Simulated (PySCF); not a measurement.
## Radial density of Si (silicon, neutral)

UHF, [Ne] 3s2 3p1 4s1, high-spin 3P determinant (an excited configuration). Calculation: PySCF 2.14, in x2c-QZVPPall with one added diffuse shell each of s, p, d, f type (10s7p5d3f1g, 86 functions); scalar relativity by spin-free X2C-1e.

| r (bohr) | 4πr²ρ (e/bohr) | 4πr²(ρα − ρβ) |
| --- | --- | --- |
| 0.00224 | 0.1186 | 0.0000 |
| 0.00377 | 0.3130 | 0.0001 |
| 0.00635 | 0.8041 | 0.0002 |
| 0.0107 | 1.973 | 0.0005 |
| 0.0180 | 4.477 | 0.0012 |
| 0.0302 | 8.893 | 0.0025 |
| 0.0508 | 14.11 | 0.0049 |
| 0.0855 | 15.61 | 0.0109 |
| 0.144 | 11.18 | 0.0321 |
| 0.242 | 10.48 | 0.0789 |
| 0.407 | 14.43 | 0.0806 |
| 0.684 | 8.210 | -0.0056 |
| 1.15 | 1.873 | 0.1740 |
| 1.94 | 1.598 | 0.4759 |
| 3.26 | 0.5324 | 0.2511 |
| 5.48 | 0.2452 | 0.2388 |
| 9.21 | 0.05526 | 0.0553 |
| 15.5 | 2.223e-05 | 0.0000 |

Densities and radii are taken from the X2C orbitals without a picture-change correction, which distorts them close to the nucleus.

The outer electron is Rydberg-like, and this basis confines it to a smaller radius and binds it less than a complete one would.

Problem. Where is the radial spin density 4πr²(ρα − ρβ) most negative, and why is it negative at all?

Solution. Around r = 0.684 bohr, down to -0.0056 e/bohr: exchange with the open shell polarises the paired shells in an unrestricted calculation.
